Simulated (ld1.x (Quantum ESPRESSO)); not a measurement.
# iron: one change to a TM potential, before and after

```
Element                 : iron (Fe)
Generator               : ld1.x (Quantum ESPRESSO) 7.5
Type                    : norm-conserving Troullier–Martins (Kleinman–Bylander form)
Functional              : PBE
Relativity              : scalar-relativistic
Frozen core             : [Ar]
Valence charge          : 8
Reference configuration : 3d6 4s0.5 4p0 (charge +1.5)
Partial waves           : 4s (bound): rc 1.65 bohr; 4p (bound, empty): rc 2.40 bohr; 4f channel at 0.05 Ry: rc 2.60 bohr; 3d (bound): rc 1.20 bohr
Local potential         : the d channel
Core correction         : Bessel-smoothed model core inside 1.05 bohr
```

Change: all radii but the core radius scaled by about 1.26 (s 2.08, p 3.02, d 1.50, f 3.26 bohr).

Cutoffs: the cutoffs (Ry, on a coarse ladder) from which the occupation-weighted sum of valence levels, in a spherical-Bessel basis at the reference potential, stays within 10 and 1 mRy of its value at 400 Ry; they do not see the model core or the augmentation charge, which bear on the density cutoff. Errors are all-electron minus pseudo energies relative to the spin-unpolarised reference configuration.

Problem. How do hardness, ghosts and transferability respond?

Solution. The potential gets softer (140 Ry and 200 Ry → 110 Ry and 180 Ry); both files keep a bound ghost (p, s); of the 7 tests that both files solve, the error grows in 6 and shrinks in 1 by more than 15 % and 0.3 meV (median size 2.3 → 6.5 meV). A larger radius leaves more room for a smooth pseudo-wave, so fewer plane waves are needed.

| quantity | base | changed |
| --- | --- | --- |
| cutoff, loose | 140 Ry | 110 Ry |
| cutoff, tight | 200 Ry | 180 Ry |
| loose cutoff by channel (10 mRy a level) | s 25 Ry, d 140 Ry | s 8 Ry, d 90 Ry |
| bound ghosts | s, p | s, p |
| error for 3d6 4s2 4p0, meV [ΔE -15.85 eV] | -3.8 | -12 |
| error for 3d6 4s1 4p0, meV [ΔE -7.12 eV] | -0.7 | -1.9 |
| error for 3d6 4s0 4p0, meV [ΔE 9.09 eV] | -3.5 | -4.7 |
| error for 3d6 4s0 4p1, meV [ΔE -2.06 eV] | -1.7 | -0.7 |
| error for 3d6.5 4s1.5 4p0, meV [ΔE -16.57 eV] | -0.6 | -7.7 |
| error for 3d6 4s1.5 4p0, meV [ΔE -12.36 eV] | -2.3 | -6.5 |
| error for 3d7 4s1 4p0, meV [ΔE -16.64 eV] | -49 | -71 |

 A true bound ghost makes a file unfit for plane-wave use even where its test errors are small: the radial tests pick states by their node count and pass the ghost by.
